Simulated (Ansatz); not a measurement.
Program: Ansatz. Geometries: PBE0-D4/def2-TZVP. ΔE: electronic, gas phase. CCSD(T)/CBS is the MP2 limit (def2-TZVPP, def2-QZVPP) plus CCSD(T) − MP2 in def2-TZVPP, frozen cores. Functionals use def2-TZVPP. def2 core potentials past Kr. For Ge, Sn outer-core shells are correlated without core-valence functions, which leaves a few kJ/mol of doubt a bond. Scalar relativity is left out up to krypton. Each species was taken in one conformer, which may not be the lowest.

`C[S][Sn][O][SiH3]` + `[OH][GeH2][F]` → `[F][GeH2][O][SiH3]` + `C[S][Sn][OH]`  (ligand exchange at the Si–O bond)

Is it downhill or uphill in electronic energy at CCSD(T)/CBS, and by how much? (Best estimate.)

Computed: Uphill: ΔE = +9.6 kJ/mol.

What do these levels give: revPBE-D4, BHLYP-D4, ωB97M-V, PBE, LC-ωPBE, MP2/def2-QZVPP? (Estimate.)

The calculation gave: revPBE-D4 10.2, BHLYP-D4 11.1, ωB97M-V 8.2, PBE 9.6, LC-ωPBE 7.3, MP2/def2-QZVPP 10.7 kJ/mol.

Largest T1 diagnostic among the species: 0.016.

Leaving LDA and LC-ωPBE aside and taking each functional with its dispersion term where it has one, the values, not all of them listed here, spread over 3.5 kJ/mol, from ωB97X-V to B97M-V. At CCSD(T), def2-SVP lies +5.3 kJ/mol from the extrapolated value and def2-TZVPP +0.3 kJ/mol.
